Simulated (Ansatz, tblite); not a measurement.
Isomers of ZnBr₂ (singlet), found by a short tight-binding search and relaxed with PBE0-D4/def2-TZVP in Ansatz.

The xTB rows come from tblite. Correlated methods freeze 27 core orbitals; core or outer-core shells of Br are correlated, in sets that lack core-valence functions.

Run but left out: HF/def2-TZVPP (A: restricted singlet, unstable towards broken spin symmetry).

A: The restricted singlet is unstable towards broken spin symmetry in Hartree–Fock (as tested in another run); at PBE-D4/def2-TZVP, revPBE-D4/def2-TZVP, r2SCAN-D4/def2-TZVP, PBE0-D4/def2-TZVP and others this wasn't settled. At CCSD(T)/def2-TZVPP the restricted singlet (for correlated methods, its reference) is unstable: a solution with broken spin symmetry lies lower.

Other spin states were run for one of them alone.

A:

```xyz
3

Zn    1.417    0.561   -1.968
Br   -1.403   -0.556    1.949
Br   -0.013   -0.005    0.018
```

B:

```xyz
3

Zn   -0.0005    0.0001    0.0003
Br    1.0589   -0.7058    1.8247
Br   -1.0584    0.7058   -1.8250
```

Problem. Estimate which lies lowest at each level, and how far above it the others are (kJ/mol).

Solution. 
```tsv
level	A	B
GFN1-xTB	114.9	0.0
GFN2-xTB	143.5	0.0
PBE-D4/def2-TZVP	262.7	0.0
revPBE-D4/def2-TZVP	257.4	0.0
r2SCAN-D4/def2-TZVP	313.1	0.0
PBE0-D4/def2-TZVP	311.3	0.0
CAM-B3LYP-D4/def2-TZVP	329.6	0.0
MP2/def2-TZVPP	341.9	0.0
CCSD/def2-TZVPP	350.3	0.0
CCSD(T)/def2-TZVPP	331.8	0.0
```
Point groups (tolerance 0.1 Å): A C∞v, B D∞h. Lower isomers may exist.
